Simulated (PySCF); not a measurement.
**How exact exchange moves a shielding**

Molecule: `CBCCC`, C4H11B.

Geometry:
```csv
atom,x (Å),y (Å),z (Å)
C1,2.370,-0.332,-0.087
B2,1.508,0.541,0.882
C3,-0.057,0.551,0.952
C4,-0.855,-0.368,0.035
C5,-2.361,-0.257,0.218
H6,3.269,-0.736,0.404
H7,1.837,-1.140,-0.609
H8,2.758,0.362,-0.859
H9,2.093,1.308,1.624
H10,-0.317,0.364,2.015
H11,-0.372,1.607,0.819
H12,-0.596,-0.151,-1.016
H13,-0.542,-1.414,0.201
H14,-2.908,-0.932,-0.459
H15,-2.656,-0.509,1.249
H16,-2.712,0.769,0.021
```

GIAO shieldings (ppm, equivalent atoms averaged) in PySCF on the PBE0-D3(BJ)/def2-SVP geometry, basis pcSseg-1, gas phase, non-relativistic:

```csv
functional,exact exchange (%),σ(C3),σ(C1),σ(B2)
BLYP,0,134.9,162.2,2.8
BP86,0,140.1,165.9,6.8
PBE,0,139.7,166.1,5.0
B3LYP,20,141.3,166.5,8.0
PBE0,25,147.4,171.1,11.9
mPW1PW91,25,147.1,170.4,12.6
HF,100,160.8,179.8,32.2
```

(1) Fit each shielding as a line in the percentage of exact exchange.

(2) What does the line predict for BHandHLYP (50 %), and what does the run give?

## Answers

(1) σ(C3) = 139.0 + 0.23 x (rms 2.3 ppm); σ(C1) = 165.2 + 0.15 x (rms 1.7 ppm); σ(B2) = 4.7 + 0.27 x (rms 1.4 ppm). The functionals also differ in their semilocal parts, which the line can't hold; Hartree–Fock has no correlation at all.

(2) σ(C3): 150.5 predicted, 149.1 computed; σ(C1): 172.7 predicted, 171.9 computed; σ(B2): 18.2 predicted, 16.1 computed ppm.
